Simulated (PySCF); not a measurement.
**Orbital energies and ionisation energy**

Compound: BH8NSi2.
Numbering: `[BH2:1][N:2]([SiH3:3])[SiH3:4]` (hydrogens: H5, H6 on B1; H7, H8, H9 on Si3; H10, H11, H12 on Si4)

Geometry (PBE0-D3(BJ)/def2-SVP, Å), atoms numbered from 1 in this order:
```
atom  x, y, z in Å
B1    -0.0901    1.4735    0.1092
N2    -0.0577    0.0732   -0.0856
Si3    1.4769   -0.8132    0.0077
Si4   -1.5510   -0.8217   -0.4270
H5     0.9363    2.0741    0.3401
H6    -1.1438    2.0679    0.0447
H7     1.3957   -1.8372    1.0929
H8     2.5807    0.1452    0.2799
H9     1.7141   -1.5309   -1.2815
H10   -2.6994    0.1229   -0.4155
H11   -1.4383   -1.4906   -1.7584
H12   -1.7378   -1.8855    0.6056
```

Level: wB97X-D/def2-SVPD (PySCF). Frontier orbitals with their largest atomic shares (Löwdin; up to four atoms above 4 %):

```csv
orbital,ε (eV),main atoms
HOMO−3,-11.68,"Si3 21 %, Si4 21 %, H9 13 %, H11 13 %"
HOMO−2,-11.63,"Si4 21 %, Si3 21 %, H10 18 %, H8 18 %"
HOMO−1,-10.61,"B1 33 %, H5 18 %, H6 18 %, N2 13 %"
HOMO,-10.32,?
LUMO,1.45,"B1 48 %, N2 20 %, H6 11 %, H5 11 %"
LUMO+1,1.62,"Si3 22 %, Si4 22 %, B1 12 %, N2 7 %"
LUMO+2,2.04,"Si3 24 %, Si4 24 %, B1 14 %, H7 6 %"
```

What vertical ionisation energy does ΔSCF give, and how far is −ε(HOMO) from it?

ΔSCF: 10.45 eV (1008 kJ/mol; threshold wavelength 119 nm); ⟨S²⟩ of the doublet left behind is 0.758, against 0.75 for a pure doublet. −ε(HOMO) is 10.32 eV, 0.13 eV below it. For the exact functional −ε(HOMO) would equal the first vertical ionisation energy; wB97X-D (range-separated hybrid) comes within 0.13 eV of that here. Holes in the HOMO−1 and HOMO−2 were tried too where these lie within 1.2 eV of the HOMO; the lowest converged state counts.

On which atoms does the HOMO lie?

N2 (nitrogen bridging silicon atoms) 43 %, Si4 (SiH3 silicon) 11 %, Si3 (SiH3 silicon) 11 %, B1 (three-coordinate boron) 10 %. The HOMO−1 lies 0.29 eV lower.

What kinetic energy would electrons from this vertical process carry with Lyman-α light (10.199 eV)?

The photon is 0.25 eV short of the vertical value.

How many of the 10 lowest singlet excitations (vertical TDDFT, same level) lie below the ionisation energy?

All 10; they run from 6.55 to 8.73 eV.

What total energies stand behind the ΔSCF value?

E(N) = -663.17736 Eh and E(N − 1) = -662.79351 Eh at the same geometry, 0.38385 Eh apart.

Shift the occupied levels rigidly so that −ε(HOMO) equals the ΔSCF value. What binding energies result?

The shift is +0.13 eV: HOMO 10.45, HOMO−1 10.74, HOMO−2 11.76, HOMO−3 11.81 eV. A rigid shift is only a rough guide to the deeper ionisations.

Isolated species at its PBE0-D3(BJ)/def2-SVP geometry, gas phase.

The run behind these numbers computed excited states and ΔSCF ions as well. The run took 36 s of wall time on one thread, x86-64 server, no GPU, on a shared host.

Note: wB97X-D ran without an empirical dispersion term, which enters the total energy and its gradient alone.
